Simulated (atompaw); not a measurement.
# Cu (Z = 29): PAW (atompaw) pseudisation with PBE, scalar-relativistic reference atom.

* Element: copper
* Generator: atompaw 4.2.0.5
* Type: PAW
* Functional: PBE
* Relativity: scalar-relativistic
* Frozen core: [Ne]
* Valence charge: 19
* Reference configuration: 3s2 3p6 3d10 4s0 4p1
* Partial waves: 3s (bound): rc 0.80 bohr; 4s (bound, empty): rc 1.00 bohr; 3p (bound): rc 0.90 bohr; 4p (bound): rc 1.30 bohr; 3d (bound): rc 1.30 bohr; 3d channel at 0.76 Ry: rc 1.30 bohr
* Local potential: bessel scheme, radius 1.10 bohr
* Core correction: smooth core density matched at 0.80 bohr
* Augmentation charge: sinc compensation charge, radius 1.20 bohr; PAW radius 1.30 bohr; waves and projectors: custom rrkj gramschmidtortho

* Cutoffs needed: 110 Ry and 200 Ry (the cutoffs (Ry, on a coarse ladder) from which the occupation-weighted sum of valence levels, in a spherical-Bessel basis at the reference potential, stays within 10 and 1 mRy of its value at 400 Ry)
* Ghost test: no extra level below or beside the all-electron valence levels (s, p, d, f tested) (spherical-Bessel basis up to 400 Ry, 20 bohr box)
* Lowest eigenvalue of the overlap operator: 0.04 (p channel)
* Overlap eigenvalues printed by atompaw (projector basis): 0.0865, 0.0941, 0.188, 12.3, 27.5, 39.7
* Share of each valence orbital outside the PAW sphere: 3s 3 %, 4s 95 %, 3p 6 %, 4p 99 %, 3d 24 %
